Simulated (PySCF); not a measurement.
Rows and methods have been separated. Pair them.

CH4O3Si.
Bonds: O1–C2 (double), C2–Si3, Si3–O4, Si3–O5. Hydrogens: H6 on C2; H7 on Si3; H8 on O4; H9 on O5.

The closed-shell ground state was solved 3 times with PySCF (density fitting, gas phase), always with PBE0, in these basis sets: 6-311+G(2d,p), STO-3G and cc-pVDZ. The structure is a single PBE0-D3(BJ)/def2-SVP conformer in the gas phase; no vibrational or solvent corrections.

| row | total energy (Eh) | HOMO (eV) | LUMO (eV) | dipole (D) |
| --- | --- | --- | --- | --- |
| P | -555.4385 | -7.49 | -2.01 | 2.24 |
| Q | -555.3351 | -7.15 | -1.55 | 1.99 |
| R | -548.3067 | -3.92 | 2.18 | 1.40 |

Problem. Which basis belongs to which row?

Solution. P = 6-311+G(2d,p), Q = cc-pVDZ, R = STO-3G. From the lowest total energy up: 6-311+G(2d,p) (167 functions) 0 eV; cc-pVDZ (94 functions) +2.82 eV; STO-3G (33 functions) +194.07 eV.

The values belong to the conformer `[O:1]=[CH:2][SiH:3]([OH:4])[OH:5]`: O1–C2–Si3–O4 114°, H–O4–Si3–C2 178°, H–O5–Si3–C2 12°.
